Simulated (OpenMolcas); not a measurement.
Ni4+ among 8 point charges of -1.6 e arranged as a cube (Oh).

| Property | Result |
| --- | --- |
| Program | OpenMolcas |
| Method | SS-CASPT2, IPEA 0.25 Eh, imaginary shift 0.1 Eh (closed shells correlated: 3s 3p) |
| Basis | ANO-RCC-VDZP [5s4p2d1f] |
| Scalar Hamiltonian | DKH2, point nucleus |
| Active space | 6 electrons in 5 orbitals (3d) |
| State averaging | 2S+1 = 5 even, 5 roots; 2S+1 = 3 even, 45 roots; 2S+1 = 1 even, 50 roots |
| Spin-orbit coupling | RASSI with atomic mean-field integrals over the reference wave functions |

All point charges move together. At R = 1.72 Å the first state of the same spin is 3880 cm-1, and at R = 1.99 Å it is 1980 cm-1.

Question: A third run gives 3070 cm-1. What distance was it run at?

Answer: With a power law R^-n the two known points give n = -ln(1980 / 3880) / ln(1.99 / 1.72) = 4.61. Then R = 1.72 × (3880 / 3070)^(1/4.61) = 1.810 Å. The run was at 1.81 Å, so the estimate is off by 0 Å.

Roots that are degenerate in the reference are averaged as groups; the widest CASPT2 spread within a group is 360 cm-1 (the 3-fold group of multiplicity 3 near 73500 cm-1 above the lowest state of its run, R = 1.81). Shifts and gaps below about the spread of the groups concerned are not significant. An orbital doublet at a regular site is open to a Jahn-Teller distortion, which this geometry leaves out. Point charges give a weaker field than real ligands, and real ions of this kind are often low spin; the high spin found here belongs to the model. The ground term spreads over less than 5000 cm-1, several times less than with real ligands, so orbital moments are less quenched and χT lies further from the spin-only value than at real sites. Free-ion shares, where given, are those of the reference states; single-state CASPT2 does not remix them. This is an electrostatic model: the charges have no orbitals. No measured value stands beside these numbers.
